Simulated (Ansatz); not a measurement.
Geometry optimisation, RKS PBE/def2-SVP (Ansatz 0.2.0).

Input file:

```yaml
crystal:
  periodic: [false, false, false]
  atoms:
    - { symbol: Si, position_ang: [0.095218, 0.0, 0.201681] }
    - { symbol: H, position_ang: [0.13117, 0.0, 1.660523] }
    - { symbol: Cl, position_ang: [2.184199, 0.0, 0.0559] }
    - { symbol: Cl, position_ang: [-0.744943, 1.678056, -0.633152] }
    - { symbol: Cl, position_ang: [-0.744943, -1.678056, -0.633152] }
basis:
  gaussian: { orbitals: def2-SVP }
hamiltonian:
  xc: pbe
relax:
  f_tol: 0.03
  max_steps: 50
output:
  orbitals: {}
```

Command:

```bash
$ ansatz run input.yaml --threads 1 --pin off --max-ram 2048MiB --backend cpu --events-out ev --progress --plain --runs-dir out
```

Task: Where does it end, and by what steps?

Result: The run converged. After 4 steps the energy has fallen by 0.191 eV; H2 moved furthest, 0.22 Å.

| step | energy less start (eV) | largest force component (eV/Å) | accepted |
| --- | --- | --- | --- |
| 0 | 0.0000 | 1.088 | yes |
| 1 | -0.1766 | 0.457 | yes |
| 2 | -0.1784 | 0.667 | yes |
| 3 | -0.1910 | 0.048 | yes |
| 4 | -0.1911 | 0.006 | yes |

```xyz
5
Properties=species:S:1:pos:R:3
Si 0.165 0.000 0.244
H -0.081 0.000 1.713
Cl 2.195 0.000 -0.114
Cl -0.679 1.682 -0.596
Cl -0.679 -1.682 -0.596
```

The run took 19 s on 1 thread of Intel(R) Xeon(R) Platinum 8259CL CPU @ 2.50GHz (Skylake/Cascade Lake), with other jobs on the host, peak memory 0.15 GiB.
